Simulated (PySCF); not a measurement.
Be(OH)(OSiH3) (BeH₄O₂Si), SMILES [OH][Be][O][SiH3]. Atoms are numbered in the order given.

```xyz
8

Be     0.6462     0.2764     1.1592
O      1.3089     0.5593     2.3441
H      1.7687     0.7535     3.1504
O     -0.0305    -0.0126    -0.0515
Si    -0.8137    -0.3478    -1.4580
H     -2.2641    -0.5943    -1.2026
H     -0.2343    -1.5640    -2.1018
H     -0.6895     0.7953    -2.4105
```

Coordinates come from a B3LYP-D3(BJ)/def2-SVP optimisation. The geometry has at least one imaginary mode, so it is a saddle point at that level. The values are those of a single conformer.

Computed with PySCF with PBE0/pcJ-1.

Isotropic couplings with Fermi-contact, spin-dipole and both spin-orbit terms, one fixed conformer, no vibrational averaging. Isotopes: 1H, 29Si.

```json
[
 {"pair": "Si5–H6", "bonds apart": "1", "J (Hz)": "-216.1"},
 {"pair": "Si5–H7", "bonds apart": "1", "J (Hz)": "-216.1"},
 {"pair": "Si5–H8", "bonds apart": "1", "J (Hz)": "-216.1"},
 {"pair": "H6–H7", "bonds apart": "2", "J (Hz)": "___"},
 {"pair": "H6–H8", "bonds apart": "2", "J (Hz)": "___"},
 {"pair": "H7–H8", "bonds apart": "2", "J (Hz)": "___"}
]
```

Some entries are withheld; supply them. (An estimate is asked for; the answer gives what the named calculation found.)


- H6–H7, J (Hz): 11.4
- H6–H8, J (Hz): 11.4
- H7–H8, J (Hz): 11.4
